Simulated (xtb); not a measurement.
In(vinyl)(OH)2 (C2H5InO2), SMILES C=[CH][In]([OH])[OH]. All values are semi-empirical tight-binding results from xtb (GFN2-xTB unless named), good for trends rather than for accurate numbers. Geometry optimised at GFN2-xTB. The structure was generated by enumeration; whether it is a known compound was not checked. One conformer was computed; it need not be the lowest.

Optimised geometry:

Bonds (Å): In1–C2 2.207, In1–O7 1.951, In1–O9 1.967, C2–C3 1.314, C2–H4 1.078, C3–H5 1.084, C3–H6 1.082, O7–H8 0.958, O9–H10 0.954. Bond angles (°): C2–In1–O7 122.3, C2–In1–O9 129.3, O7–In1–O9 108.4, In1–C2–C3 123.3, In1–C2–H4 113.4, C3–C2–H4 123.3, C2–C3–H5 121.5, C2–C3–H6 122.7, H5–C3–H6 115.8, In1–O7–H8 108.9, In1–O9–H10 118.4.
Charge 0, spin multiplicity 1.

For metal compounds this method's bond lengths and energies can be far off.

**Question.** Estimate the properties. (The exact figures need the calculation; the answer reports its results.)

**Answer.** 
| Quantity | Value |
|---|---|
| orbital gap | 3.49 eV |
| zero-point energy | 39.4 kcal/mol |
| G − E(el) at 298.15 K (modified RRHO) | 17.8 kcal/mol |

Computed atomic charges and the Wiberg bond orders between heavy atoms:
charges (e) In1 0.31, C2 -0.06, C3 -0.06, H4 0.09, H5 0.07, H6 0.08, O7 -0.51, H8 0.32, O9 -0.53, H10 0.29. Bond orders In1–C2 0.70, C2–C3 2.00, In1–O7 1.02, In1–O9 0.98.
